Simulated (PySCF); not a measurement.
From computed data to an observable: chemical shift, span and skew from a shielding tensor

Mg(iPr)(NH2) (C₃H₉MgN), SMILES C[CH](C)[Mg][NH2]. Atoms are numbered in the order given.

```xyz
14

Mg     0.0515     0.7964     0.6751
C     -0.2794    -0.4683    -1.0002
C     -1.2285    -1.6327    -0.6772
C      1.0312    -0.9877    -1.6112
H     -0.7752     0.1649    -1.7617
H     -1.4171    -2.2690    -1.5662
H     -0.8144    -2.3025     0.0982
H     -2.2139    -1.2905    -0.3159
H      1.7023    -0.1729    -1.9340
H      0.8470    -1.6225    -2.5022
H      1.6008    -1.6131    -0.9001
N      0.3468     1.9286     2.1723
H      1.1380     2.5537     2.3162
H     -0.2529     2.0267     2.9897
```
Charge 0, spin multiplicity 1.

Geometry optimised at B3LYP-D3(BJ)/def2-SVP. The structure was generated by enumeration; whether it is a known compound was not checked. Other conformers were not sampled.

GIAO shieldings from PBE/pcSseg-1 run with PySCF, non-relativistic, no solvent. The symmetric part of the tensor of C3 has the principal values 133.4, 144.9, 179.2 ppm. The same nucleus in TMS has σ = 182.0 ppm at this level (PySCF, at its B3LYP-D3(BJ)/def2-TZVP geometry).

Problem. Work out the isotropic shielding, the ¹³C shift against TMS, the span and the skew.

Solution. 
σ(iso) = (σ11 + σ22 + σ33)/3 = 152.5 ppm. δ = σ(ref) − σ(iso) = 182.0 − (152.5) = 29.5 ppm.
Span Ω = σ33 − σ11 = 45.8 ppm. Skew κ = 3(σ(iso) − σ22)/Ω = 0.50. Tumbling in solution averages the tensor to δ; in a static solid the shielding alone would spread this spin-1/2 line over Ω.
